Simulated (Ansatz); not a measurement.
**Question.** Predict a relaxed structure of In₅P₅, charge 0, singlet, at PBE-D4/def2-SVP (Ansatz).

**Answer.** 
```xyz
10

In    3.5585    0.5906    1.1978
In   -0.8287    2.9311    0.5147
In    1.7116   -1.7083   -0.1789
In   -1.7621   -2.7452    0.8534
In   -0.1870    0.8338   -2.8690
P    -1.5793    0.2023    1.4621
P    -2.1360   -0.2007   -0.6361
P     0.6038    0.4845    1.5457
P    -0.6483   -1.5753   -1.4732
P     1.2675    1.1872   -0.4164
```
 This is one stationary point.

In the def2 sets In takes a core potential; there is no spin–orbit coupling. The structure comes from a short search, and lower isomers may exist.
